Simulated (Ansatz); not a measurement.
Born–Oppenheimer molecular dynamics of F₂H₄OSi₂ (9 atoms, charge 0, multiplicity 1). It starts from a relaxed structure.

Computed with RKS PBE/def2-SVP in Ansatz 0.2.0.

```yaml
ensemble: NVE (Milne-controlled integrator)
time_step: 1 fs
steps_asked: 100
starting_velocities_drawn_for: 50 K
masses: H 2.014 u
seed: 279698
```

First frame:

```xyz
9
Properties=species:S:1:pos:R:3
Si 0.139 -0.236 0.001
F 0.561 -0.447 1.566
O 1.493 -0.170 -0.952
H 2.164 0.502 -0.734
F -0.639 1.202 -0.020
Si -1.240 -1.961 -0.752
H -2.467 -2.022 0.115
H -1.645 -1.696 -2.175
H -0.502 -3.267 -0.668
```

**Question.** How far do the bonds stretch over the last three quarters of this one trajectory? (Pairs bonded in most of those frames.)

**Answer.** 
| bond | mean (Å) | spread (Å) | shortest | longest |
| --- | --- | --- | --- | --- |
| Si1–F2 | 1.635 | 0.003 | 1.63 | 1.64 |
| Si1–O3 | 1.656 | 0.006 | 1.64 | 1.67 |
| Si1–F5 | 1.635 | 0.008 | 1.62 | 1.65 |
| Si1–Si6 | 2.336 | 0.018 | 2.31 | 2.37 |
| O3–H4 | 0.975 | 0.004 | 0.97 | 0.98 |
| Si6–H7 | 1.504 | 0.010 | 1.49 | 1.52 |
| Si6–H8 | 1.503 | 0.008 | 1.49 | 1.51 |
| Si6–H9 | 1.503 | 0.003 | 1.50 | 1.51 |

Mean temperature of the second half: 20 K. The conserved energy stayed within 0.0014 meV per atom of its start (net change 0.00011 meV per atom), so the integration is sound. A run of 0.1 ps of so small a system gives no equilibrium averages.

The run took 2.6 min on 2 threads of Arm Neoverse V1 (shared host), peak memory 0.13 GiB.
